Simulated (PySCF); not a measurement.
GeH₅Si, charge +1, multiplicity 1. Atoms are numbered in the order given.

```xyz
7

Si     1.6381    -0.0098     0.0000
Ge    -0.7666    -0.0011     0.0000
H      2.4671     0.0221    -1.2266
H      2.4671     0.0221     1.2266
H     -1.0078     1.5132     0.0000
H     -1.1651    -0.6927    -1.2979
H     -1.1651    -0.6927     1.2979
```
Charge +1, spin multiplicity 1.

Geometry: PBE0-D3(BJ)/def2-TZVP. The multiplicity is an assumed one; other spin states were not compared. The isomer is the one that the SMILES or the coordinates give; other isomers of the formula were not compared.

Computed with PySCF with HF/pcSseg-2.

GIAO shieldings, no solvent; atoms alike by connectivity are averaged. δ = σ(ref) − σ: ²⁹Si against TMS (σ = 383.2 ppm); ⁷³Ge against GeH4 (σ = 1766.1 ppm); ¹H against TMS (σ = 31.98 ppm), references at their B3LYP-D3(BJ)/def2-TZVP geometries, non-relativistic.

```csv
nucleus,atoms,count,δ (ppm)
²⁹Si,Si1,1,456.5
⁷³Ge,Ge2,1,18.7
¹H,"H3, H4",2,9.23
¹H,"H5, H6, H7",3,4.91
```
